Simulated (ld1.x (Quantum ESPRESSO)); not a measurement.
**What one change does to a pseudopotential (Cd, ultrasoft)**

- Element: Cd (Z = 48)
- Generator: ld1.x (Quantum ESPRESSO) 7.5
- Type: ultrasoft
- Functional: PBE
- Relativity: scalar-relativistic
- Frozen core: [Kr]
- Valence charge: 12
- Reference configuration: 4d10 5s1.5 5p0 (charge +0.5)
- Partial waves: 5s (bound): rcut 1.75, rcutus 2.30 bohr; 5s channel at -0.35 Ry: rcut 1.75, rcutus 2.30 bohr; 5p (bound, empty): rcut 2.40, rcutus 2.95 bohr; 5p channel at 0.2 Ry: rcut 2.40, rcutus 2.95 bohr; 4d (bound): rcut 1.30, rcutus 1.55 bohr; 4d channel at 1.65 Ry: rcut 1.30, rcutus 1.55 bohr
- Local potential: all-electron potential smoothed inside 2.25 bohr (lloc = -1)
- Core correction: none
- Augmentation charge: PSQ, inside the norm-conserving radii

Change: wave 5p channel at 0.2 Ry: rcut 2.40, rcutus 2.95 bohr becomes 5p channel at -0.16 Ry: rcut 2.40, rcutus 2.95 bohr.

Cutoffs: the cutoffs (Ry, on a coarse ladder) from which the occupation-weighted sum of valence levels, in a spherical-Bessel basis at the reference potential, stays within 10 and 1 mRy of its value at 400 Ry; they do not see the model core or the augmentation charge, which bear on the density cutoff. Errors are all-electron minus pseudo energies relative to the spin-unpolarised reference configuration.

Q: Predict the effect on cutoff, ghosts and configuration errors.

A: The potential gets neither clearly harder nor softer (50 Ry and 80 Ry → 50 Ry and 80 Ry); the errors of the 7 common tests hardly move; neither file shows a bound ghost.

```tsv
quantity	base	changed
cutoff, loose	50 Ry	50 Ry
cutoff, tight	80 Ry	80 Ry
bound ghosts	none	none
error for 4d10 5s2 5p0, meV [ΔE -3.71 eV]	+2.5	+2.5
error for 4d10 5s1 5p0, meV [ΔE 5.56 eV]	+2.6	+2.6
error for 4d10 5s0 5p0, meV [ΔE 22.69 eV]	+50	+50
error for 4d9 5s2 5p0, meV [ΔE 14.26 eV]	-290	-290
error for 4d10 5s0 5p2, meV [ΔE 5.96 eV]	+12	+13
error for 4d10 5s0 5p1, meV [ΔE 11.34 eV]	+19	+19
error for 4d9 5s0 5p0, meV [ΔE 60.70 eV]	-276	-276
s: phases at 3.19 bohr within 0.05 rad from the reference energy up to (Ry; the scan ends near 5)	2.0	2.0
p: phases at 3.19 bohr within 0.05 rad from the reference energy up to (Ry; the scan ends near 5)	2.6	2.5
d: phases at 3.19 bohr within 0.05 rad from the reference energy up to (Ry; the scan ends near 5)	to the end of the scan	to the end of the scan
lowest overlap eigenvalue by channel	s 0.39, p 0.56, d 0.65	s 0.39, p 0.57, d 0.65
```
